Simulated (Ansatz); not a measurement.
CH₆BNTe, SMILES `CB(N)[TeH]`. Total charge 0; spin multiplicity 1. Correlated methods include outer-core shells of Te, which these sets cover unevenly. Te: def2 effective core potential.

```xyz
10

C     0.4252   -1.3676   -0.2821
B     0.0440    0.0996    0.1260
N    -0.8422    0.8698   -0.6196
Te    0.9614    0.9167    1.9343
H     0.1742   -2.0782    0.5111
H    -0.0856   -1.6924   -1.1936
H     1.5018   -1.4635   -0.4521
H    -1.1094    1.8106   -0.3903
H    -1.2764    0.5147   -1.4560
H     0.2071    2.3903    1.8224
```

Question: Give the diagnostics of a CCSD(T)/def2-TZVPP run (frozen core, Ansatz 0.2.0). (Best estimate.)

Answer: The calculation gave: T1 = 0.0114, largest single amplitude 0.030, largest double 0.039, (T) share of the correlation energy 3.2 %, 10 CCSD cycles. The RHF solution is stable towards an unrestricted one. T1 lies under the customary mark of 0.02 for closed shells.
